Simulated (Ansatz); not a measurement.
A series at Sc: from `[OH][Sc]([OH])[OH]`, ligands are replaced one by one, each step taking up NH₃ and setting free H₂O; n counts the steps. Ansatz, PBE0-D4/def2-TZVP geometries. Each molecule was computed in one conformer, which needn't be the lowest.

```
n                 molecule  HOMO energy, ωB97M-V/def2-TZVPP (eV)
0     `[OH][Sc]([OH])[OH]`                                -10.62
1    `[NH2][Sc]([OH])[OH]`                                 -9.17
2   `[NH2][Sc]([NH2])[OH]`                                 -9.13
3  `[NH2][Sc]([NH2])[NH2]`                                     ?
```

Question: By hand: fit a straight line y = ȳ + b (n − n̄) to the 3 given rows and predict n = 3.

Answer: n̄ = 1.000, ȳ = -9.640; Σ(n − n̄)(y − ȳ) = 1.490, Σ(n − n̄)² = 2.000, so b = 0.745 eV a step. Prediction: -9.640 + (0.745) × (2.000) = -8.15 eV.

Question: By hand: compare with the computed value, -9.05 eV, and give the steps along the whole series.

Answer: The line misses by -0.90 eV (computed minus predicted). Steps: 1.45, 0.04, 0.08 eV.

One step carries most of the change, so a line is a poor guide. The highest orbital can change its character along such a series. The miss is 57.3 % of the series' range.
